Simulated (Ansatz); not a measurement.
Ge(NCS)H3 (CH₃GeNS), relaxed as a singlet with RKS PBE-D4/def2-SVP in Ansatz, starting from the GFN2-xTB geometry. Force threshold 0.02 eV/Å.

Start:

```csv
atom,x (Å),y (Å),z (Å)
Ge1,-0.8426,0.7028,0.3516
N2,0.4555,-0.3996,-0.1794
C3,1.3342,-1.1144,-0.5546
S4,2.4721,-2.0506,-1.0403
H5,-0.1807,2.0106,0.6330
H6,-1.4288,0.0769,1.5725
H7,-1.8097,0.7743,-0.7829
```

```
step  energy (eV)  largest force component (eV/Å)  SCF passes
   1  -69900.7923                           1.910          25
   2  -69900.9362                           0.841          29
   3  -69900.9505                           0.251          29
   4  -69900.9512                           0.165          30
   5  -69900.9513                           0.008          21
```

Force components are those of the run's own axes.

End:

```csv
atom,x (Å),y (Å),z (Å)
Ge1,-0.851,0.709,0.356
N2,0.483,-0.423,-0.191
C3,1.370,-1.146,-0.571
S4,2.538,-2.103,-1.067
H5,-0.192,2.075,0.654
H6,-1.479,0.086,1.623
H7,-1.869,0.803,-0.804
```

By distances, no bond broke or formed. The bond that changes most is Ge1–H6, from 1.49 to 1.55 Å (atoms count from 1).

No frequencies were taken in this run, so the end may be a saddle point.

Hardware: 4 threads of Intel Xeon on a shared host. Wall time 18 s.
